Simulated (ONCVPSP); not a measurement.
**Logarithmic derivatives: Li (Z = 3), ONCV**

* Element: Li (Z = 3)
* Generator: ONCVPSP 4.0.1
* Type: optimised norm-conserving Vanderbilt (ONCV)
* Functional: PBE
* Relativity: scalar-relativistic
* Frozen core: [He]
* Valence charge: 1
* Reference configuration: 2s1
* Partial waves: 2s: rc 2.20 bohr, ncon 3, nbas 8, qcut 2.3 1/bohr, 2 projectors, debl 1 Ha; p scattering state at 0.07 Ha: rc 1.70 bohr, ncon 5, nbas 8, qcut 4.3 1/bohr, local
* Local potential: the p channel
* Core correction: Teter function, fcfact 2.5, rcfact 1.7

The phase is arctan(r·R′/R) of the radial function R(r), unwrapped; energies in Ha, scanned from -2 to 5 Ha. A pole is an energy at which the radial function vanishes at the test radius. The pseudo phase is shifted by a multiple of π to meet the all-electron one at the reference energy, and phase errors are pseudo minus all-electron; the curves can meet again beyond the range given. Levels narrower than the energy grid can be missing from the lists of poles.

```json
{"channel": "s", "radius (bohr)": "2.24", "reference energy (Ha)": "-0.11", "poles, all-electron": "-1.89, 1.39", "poles, pseudo": "1.38, 3.02", "unbroken range about the reference energy with phases within 0.05 rad": "-1.7 to 2.0", "phase error 1 Ha above the reference energy (rad)": "+0.000"}
{"channel": "p", "radius (bohr)": "1.73", "reference energy (Ha)": "0.07", "poles, all-electron": "1.90", "poles, pseudo": "1.95", "unbroken range about the reference energy with phases within 0.05 rad": "below 3.0", "phase error 1 Ha above the reference energy (rad)": "+0.004"}
```

Note: no bound ghost flagged; GHOST(+) flagged for s at 73.0 eV.

Phases in the p channel:

```tsv
E (Ha)	all-electron	pseudo
-1.98	1.162	1.163
-1.80	1.135	1.135
-1.62	1.102	1.103
-1.44	1.063	1.064
-1.26	1.014	1.015
-1.08	0.953	0.954
-0.90	0.873	0.874
-0.72	0.766	0.767
-0.54	0.619	0.620
-0.36	0.414	0.415
-0.18	0.137	0.138
0.00	-0.197	-0.197
0.18	-0.529	-0.528
0.36	-0.801	-0.800
0.54	-1.002	-1.001
0.72	-1.148	-1.146
0.90	-1.256	-1.253
1.08	-1.338	-1.335
1.26	-1.404	-1.400
1.44	-1.459	-1.454
1.62	-1.506	-1.500
1.80	-1.549	-1.540
1.98	-1.588	-1.577
2.16	-1.626	-1.613
2.34	-1.664	-1.647
2.52	-1.705	-1.683
2.70	-1.749	-1.720
2.88	-1.801	-1.762
3.06	-1.863	-1.809
3.24	-1.944	-1.866
3.42	-2.057	-1.938
3.60	-2.223	-2.034
3.78	-2.484	-2.170
3.96	-2.887	-2.372
4.14	-3.374	-2.678
4.32	-3.773	-3.098
4.50	-4.030	-3.527
4.68	-4.192	-3.849
4.86	-4.300	-4.061
```
